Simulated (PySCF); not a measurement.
**Polarisability and C₆ of Cd (cadmium, neutral)**

[Kr] 4d10 5s1 5p1, high-spin 3P determinant (an excited configuration). All numbers are calculated (PySCF 2.14, scalar relativity through the core potential, in def2-TZVPPD with the def2 core potential (28 electrons) (6s4p3d2f1g, 56 functions)). Coupled (time-dependent) response in atomic units; α is the mean over directions.

| method | mean α (bohr³) | α xx, yy, zz | C₆ (like pair) | S(−4) |
| --- | --- | --- | --- | --- |
| UHF | 38.51 | 38.60, 38.34, 38.60 | 285.2 | 916.9 |
| PBE | 35.08 | 29.22, 46.81, 29.22 | 248.1 | 860.5 |
| PBE0 | 35.40 | 30.92, 44.36, 30.92 | 253.2 | 835.0 |
| TPSSh | 35.56 | 30.88, 44.92, 30.88 | 256.0 | 836.6 |
| CAM-B3LYP | 34.15 | 30.01, 42.43, 30.01 | 243.6 | 757.3 |

S(−4) is the Cauchy moment in α(ω) = α(0) + S(−4) ω² + …

Spin-orbit coupling is absent.

α(iu) at TPSSh:

```json
{"u (hartree)": "0", "α(iu) (bohr³)": "35.56"}
{"u (hartree)": "0.0500", "α(iu) (bohr³)": "33.63"}
{"u (hartree)": "0.100", "α(iu) (bohr³)": "29.21"}
{"u (hartree)": "0.200", "α(iu) (bohr³)": "20.51"}
{"u (hartree)": "0.300", "α(iu) (bohr³)": "14.96"}
{"u (hartree)": "0.500", "α(iu) (bohr³)": "9.303"}
{"u (hartree)": "0.750", "α(iu) (bohr³)": "6.147"}
{"u (hartree)": "1.00", "α(iu) (bohr³)": "4.557"}
{"u (hartree)": "1.50", "α(iu) (bohr³)": "2.996"}
{"u (hartree)": "2.00", "α(iu) (bohr³)": "2.202"}
{"u (hartree)": "3.00", "α(iu) (bohr³)": "1.350"}
{"u (hartree)": "5.00", "α(iu) (bohr³)": "0.6343"}
```

A single London oscillator, α(iu) = α/(1 + u²/ω²), gives C₆ = (3/4) ω α². Matching the computed C₆ needs ω = 4 × 256.0 / (3 × 35.56²) = 0.270 hartree.

The components differ because the open shell of this determinant is not spherical; for a pure term their mean is the scalar polarisability.

Energies and moments cover only the electrons outside the core potential.
